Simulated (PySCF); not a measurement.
Mo(CO)6 (C₆MoO₆), SMILES [O+]#[C-]->[Mo](<-[C-]#[O+])(<-[C-]#[O+])(<-[C-]#[O+])(<-[C-]#[O+])<-[C-]#[O+], multiplicity 1.

Geometry optimised at PBE0-D3(BJ)/def2-SVP. The spin state was assumed, not searched. The isomer is the one that the SMILES or the coordinates give; other isomers of the formula were not compared. The def2 effective core potentials stand for the cores of Mo; spin–orbit coupling is left out.

Computed with HF/def2-SVP in PySCF.

Symmetry labels are those of the subgroup D2h that the program uses (full group Oh).

Computed valence orbital energies around the gap with their symmetry:
```csv
orbital,symmetry,energy (eV)
HOMO−7,B2g,-17.53
HOMO−6,B3g,-17.53
HOMO−5,B1u,-16.23
HOMO−4,B2u,-16.23
HOMO−3,B3u,-16.23
HOMO−2,B1g,-9.11
HOMO−1,B2g,-9.11
HOMO,B3g,-9.11
LUMO,B1u,1.72
LUMO+1,B2u,1.72
LUMO+2,B3u,1.72
LUMO+3,Ag,2.55
```
